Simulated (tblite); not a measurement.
Compound: C7H16FNSi.
Cartesian coordinates in Å at the GFN2-xTB level; atoms count from 1:
```
atom  x, y, z in Å
C1     3.764    0.969   -0.533
C2     2.416    0.841    0.169
Si3    1.427   -0.636   -0.478
F4     2.330   -1.972   -0.336
N5     0.072   -0.939    0.527
C6    -0.607   -2.213    0.435
C7    -0.774    0.130    1.015
C8    -1.815    0.586    0.012
C9    -3.197    0.006    0.020
C10   -2.975    1.418    0.469
H11    4.334    1.806   -0.133
H12    3.626    1.130   -1.600
H13    4.348    0.062   -0.402
H14    2.586    0.737    1.241
H15    1.859    1.768    0.029
H16    1.211   -0.574   -1.927
H17   -1.395   -2.205   -0.323
H18   -1.054   -2.460    1.401
H19    0.115   -2.982    0.178
H20   -1.273   -0.211    1.930
H21   -0.131    0.975    1.273
H22   -1.383    0.822   -0.953
H23   -3.692   -0.163   -0.924
H24   -3.438   -0.729    0.773
H25   -3.317    2.222   -0.165
H26   -3.057    1.634    1.524
```

Computed values, GFN2-xTB/tblite, gas phase, harmonic and unscaled. Against measured fundamentals such values can be off by several per cent, at times by over 20. Modes of hydrogen on silicon can be 10 to 20 % off. One conformer, not necessarily the lowest.

Harmonic wavenumbers (cm⁻¹): 33.9, 49.7, 61.3, 69.0, 115.6, 139.2, 176.7, 199.0, 205.0, 247.1, 265.9, 282.2, 302.3, 351.0, 417.3, 485.6, 653.7, 669.0, 711.0, 741.1, 771.2, 800.2, 816.9, 836.6, 877.6, 919.7, 984.7, 1000.9, 1026.0, 1033.6, 1052.5, 1071.3, 1078.7, 1081.4, 1101.2, 1107.8, 1127.0, 1156.9, 1186.7, 1213.3, 1244.5, 1248.5, 1298.7, 1311.8, 1329.7, 1391.6, 1420.0, 1421.4, 1440.3, 1470.1, 1483.8, 1486.7, 1493.7, 1502.5, 1512.4, 1512.5, 2227.1, 2915.9, 2932.1, 2962.9, 2967.7, 2973.9, 2990.6, 3012.6, 3033.5, 3039.6, 3044.5, 3051.9, 3086.7, 3088.6, 3090.7, 3108.3.

A = 1930, B = 598.5, C = 492.7 MHz; mass 161.104 u (most abundant isotopes); point group C1, symmetry number 1.

Q: What is the zero-point energy?

A: ½Σν̃ = 48257 cm⁻¹ = 137.97 kcal/mol.

Q: Entropy at 273.15 K, 1 bar (ideal gas, RRHO, classical rotation)?

A: Translation 40.73, rotation 30.45, vibration 40.79: S = 112.0 cal/(mol K).

Q: And Cp and H(273.15 K) − H(0)?

A: Cp = 45.86 cal/(mol K), of which vibrations give 37.91 (their classical limit is 72 R = 143.1); H(273.15 K) − H(0) = 7.76 kcal/mol without the zero-point energy, 5.59 from vibrations.

Q: Blend soft modes into free rotors: weight 1/[1 + (100 cm⁻¹/ν̃)⁴] for the oscillator and the rest for a rotor with moment μB/(μ + B), μ = h/(8π²ν), B = 10⁻⁴⁴ kg m². What vibrational entropy results?

A: 36.40 cal/(mol K) in place of 40.79, which changes −T·S at 273.15 K by +1.20 kcal/mol.

Q: Which modes carry the vibrational entropy at 273.15 K?

A: 33.9 cm⁻¹: 5.41; 49.7 cm⁻¹: 4.66; 61.3 cm⁻¹: 4.24; 69.0 cm⁻¹: 4.01; 115.6 cm⁻¹: 3.00; 139.2 cm⁻¹: 2.65 cal/(mol K); the other 66 give 16.82 together.

Hindered rotation and anharmonicity are outside this model. Other conformers, if any are populated, would add a mixing term that is left out. The structure is chiral; the term R ln 2 for an equal mix with its mirror image is left out.

The run took 1.3 s of wall time on Arm Neoverse V2, one thread, on a shared host. This covers the Hessian and the dipole derivatives.
